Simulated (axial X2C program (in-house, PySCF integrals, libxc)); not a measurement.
**Curves of BTe by EOM-IP-CCSD**

Computed with an axial X2C code built on PySCF integrals: two-component X2C with atomic mean-field Coulomb and Gaunt terms, Gaussian nuclei, basis Te dyall-acv3z, B dyall-av3z with contracted cores.

Energies in eV from the lowest point of the lowest state; states are followed by energy order within each Ω. Reference: BTe⁻, 20 electrons correlated in 82 virtual spinors with an MP2 remainder; levels at this size can be off by some tenths of an eV. Masses 129.906 and 11.009 u.

```json
{"R (Å)": "1.905", "(1)Ω=1/2": "0.0008", "(1)Ω=3/2": "1.6437", "(2)Ω=1/2": "2.0574"}
{"R (Å)": "1.988", "(1)Ω=1/2": "0.0000", "(1)Ω=3/2": "1.2358", "(2)Ω=1/2": "1.6586"}
{"R (Å)": "2.071", "(1)Ω=1/2": "0.1404", "(1)Ω=3/2": "0.9998", "(2)Ω=1/2": "1.4347"}
{"R (Å)": "2.164", "(1)Ω=1/2": "0.4001", "(1)Ω=3/2": "0.8813", "(2)Ω=1/2": "1.3365"}
{"R (Å)": "2.257", "(1)Ω=1/2": "0.7091", "(1)Ω=3/2": "0.8731", "(2)Ω=1/2": "1.3629"}
{"R (Å)": "2.382", "(1)Ω=1/2": "1.1084", "(1)Ω=3/2": "0.9759", "(2)Ω=1/2": "1.5609"}
```

T1 of the reference reaches 0.022 (Lee–Taylor). Curves followed by order can swap character. Number of frozen shells: Te 4 s, 3 p, 1 d; B 1 s. Roots with under 60 % one-particle weight at any point are counted in the labels but not shown, and the list ends where the roots sought for some Ω run out; states that need a further excitation are missing and may lie low or lowest. Curves with a minimum but no constants failed the fit check.
